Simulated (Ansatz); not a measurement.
C$_{4}$H$_{10}$Si (`C[Si]1(C)CC1`) from Hartree–Fock to CCSD(T)

```xyz
15

C    -0.8968   -1.5288    0.8125
Si    0.0111   -0.0444    0.1451
C     1.0655    0.8541    1.3918
C    -0.7168    0.8968   -1.2609
C     0.4954   -0.0113   -1.6317
H    -1.5736   -1.2460    1.6228
H    -1.4890   -1.9961    0.0229
H    -0.2000   -2.2755    1.2018
H     1.8358    0.1971    1.8038
H     0.4621    1.2272    2.2231
H     1.5616    1.7064    0.9228
H    -0.5479    1.9658   -1.3504
H    -1.6727    0.5999   -1.6823
H     0.2702   -0.8556   -2.2767
H     1.3951    0.5104   -1.9446
```

The species carries charge 0 and has multiplicity 1. Geometry: relaxed with PBE0-D4/def2-TZVP. Frozen core, restricted reference, the Gaussian-basis code of Ansatz. CBS rows extrapolate triple and quadruple zeta; past MP2 they add the triple-zeta difference.

```tsv
basis	HF (Eh)	MP2 corr.	CCSD corr.	(T)	CCSD(T) total
def2-SVP	-445.99894	-0.67006	-0.73591	-0.02306	-446.75791
def2-TZVPP	-446.27747	-0.82312	-0.87910	-0.03627	-447.19284
def2-QZVPP	-446.29389	-0.87520	–	–	–
CBS(def2)	-446.29615	-0.91378	-0.96977	as TZ	-447.30219
```
